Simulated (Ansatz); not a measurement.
`O[SiH2]O[SiH](Cl)Cl` + H₂ → `Cl[SiH2]Cl` + `O[SiH2]O`  (hydrogenolysis of the Si–O bond)

Calculated with Ansatz (gas phase, PBE0-D4/def2-TZVP geometries, no zero-point term in ΔE). CCSD(T)/CBS is the MP2 limit (def2-TZVPP, def2-QZVPP) plus CCSD(T) − MP2 in def2-TZVPP, frozen cores. This one scheme is used for every species. Functionals use def2-TZVPP. B3LYP here is the variant with VWN-RPA as its local correlation; programs differ in this. One conformer a species, not always the lowest.

`O[SiH2]O[SiH](Cl)Cl`:

Cartesian coordinates in Å:
```
O 1.426 1.570 0.715
Si 0.263 0.587 1.305
O -0.788 0.120 0.123
Si -0.901 -0.719 -1.243
Cl 0.919 -0.734 -2.185
Cl -1.431 -2.644 -0.852
H 2.068 1.200 0.106
H 0.843 -0.645 1.893
H -0.502 1.385 2.280
H -1.897 -0.120 -2.141
```

H₂:

Z-matrix (Å, degrees):
```
H
H 1 0.746
```

`Cl[SiH2]Cl`:

Z-matrix (Å, degrees):
```
Si
Cl 1 2.040
Cl 1 2.040 2 110.1
H 1 1.476 2 108.5 3 -118.6
H 1 1.476 2 108.5 3 118.6
```

`O[SiH2]O`:

Z-matrix (Å, degrees):
```
Si
O 1 1.642
O 1 1.642 2 113.5
H 1 1.481 2 111.5 3 116.9
H 1 1.481 2 103.8 3 -121.2
H 2 0.958 1 117.7 3 -66.0
H 3 0.958 1 117.7 2 -66.0
```

```json
{"level": "PBE-D4", "ΔE (kJ/mol)": "101.0", "difference from CCSD(T)/CBS": "-9.5"}
{"level": "r2SCAN-D4", "ΔE (kJ/mol)": "112.7", "difference from CCSD(T)/CBS": "2.2"}
{"level": "PBE0-D4", "ΔE (kJ/mol)": "103.0", "difference from CCSD(T)/CBS": "-7.5"}
{"level": "B3LYP-D4", "ΔE (kJ/mol)": "113.0", "difference from CCSD(T)/CBS": "2.5"}
{"level": "ωB97X-V", "ΔE (kJ/mol)": "106.8", "difference from CCSD(T)/CBS": "-3.7"}
{"level": "ωB97M-V", "ΔE (kJ/mol)": "109.4", "difference from CCSD(T)/CBS": "-1.1"}
{"level": "B2PLYP", "ΔE (kJ/mol)": "103.9", "difference from CCSD(T)/CBS": "-6.6"}
{"level": "PBE", "ΔE (kJ/mol)": "89.9", "difference from CCSD(T)/CBS": "-20.6"}
{"level": "r2SCAN", "ΔE (kJ/mol)": "109.5", "difference from CCSD(T)/CBS": "-1.0"}
{"level": "PBE0", "ΔE (kJ/mol)": "93.0", "difference from CCSD(T)/CBS": "-17.5"}
{"level": "B3LYP", "ΔE (kJ/mol)": "95.4", "difference from CCSD(T)/CBS": "-15.1"}
{"level": "HF/def2-TZVPP", "ΔE (kJ/mol)": "99.2", "difference from CCSD(T)/CBS": "-11.3"}
{"level": "MP2/def2-TZVPP", "ΔE (kJ/mol)": "114.4", "difference from CCSD(T)/CBS": "3.9"}
{"level": "SCS-MP2/def2-TZVPP", "ΔE (kJ/mol)": "109.9", "difference from CCSD(T)/CBS": "-0.6"}
{"level": "CCSD/def2-TZVPP", "ΔE (kJ/mol)": "105.0", "difference from CCSD(T)/CBS": "-5.5"}
{"level": "CCSD(T)/def2-TZVPP", "ΔE (kJ/mol)": "108.0", "difference from CCSD(T)/CBS": "-2.5"}
{"level": "HF/def2-QZVPP", "ΔE (kJ/mol)": "101.1", "difference from CCSD(T)/CBS": "-9.4"}
{"level": "MP2/def2-QZVPP", "ΔE (kJ/mol)": "116.5", "difference from CCSD(T)/CBS": "6.0"}
{"level": "SCS-MP2/def2-QZVPP", "ΔE (kJ/mol)": "111.8", "difference from CCSD(T)/CBS": "1.3"}
{"level": "HF/CBS(def2)", "ΔE (kJ/mol)": "101.3", "difference from CCSD(T)/CBS": "-9.2"}
{"level": "MP2/CBS(def2)", "ΔE (kJ/mol)": "116.9", "difference from CCSD(T)/CBS": "6.4"}
{"level": "CCSD/CBS(def2)", "ΔE (kJ/mol)": "107.5", "difference from CCSD(T)/CBS": "-3.0"}
{"level": "CCSD(T)/CBS", "ΔE (kJ/mol)": "110.5", "difference from CCSD(T)/CBS": "0"}
```

Largest T1 diagnostic among the species: 0.011.

From PBE to PBE0 (25 % exact exchange), in def2-TZVPP and without D4, ΔE moves by +3.0 kJ/mol. The D4 term adds +17.6 kJ/mol with B3LYP and +10.0 kJ/mol with PBE0; it sums over pairs of atoms, weighted by their polarisabilities, and B3LYP, whose exchange is more repulsive, gets the larger term.
